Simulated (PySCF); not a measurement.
H₄HfO₄, SMILES [OH][Hf]([OH])([OH])[OH], multiplicity 1.

Coordinates come from a PBE-D3(BJ)/def2-SVP optimisation. The spin state was assumed, not searched. The isomer is the one that the SMILES or the coordinates give; other isomers of the formula were not compared. The def2 effective core potentials stand for the cores of Hf; spin–orbit coupling is left out. Other conformers were not sampled.

Level of theory: PBE-D3(BJ)/def2-SVP (PySCF).

Frequencies are harmonic and unscaled.

Modes within 1.5 cm⁻¹ of each other (mostly degenerate sets) share a row, with their intensities summed.

```tsv
mode	ν (cm⁻¹)	IR (km/mol)	moving atoms (share of kinetic energy)
1–3	70	0.0	H 88 %, O 12 %
4–6	150	245.3	H 56 %, O 35 %, Hf 10 %
7–8	167	0.0	O 100 %
9–10	207	0.0	H 100 %
11–13	233	1064.5	O 51 %, H 43 %
14–16	671	470.8	O 82 %, Hf 13 %
17	700	0.0	O 94 %
18–20	3912	839.6	H 94 %
21	3917	0.0	H 94 %
```
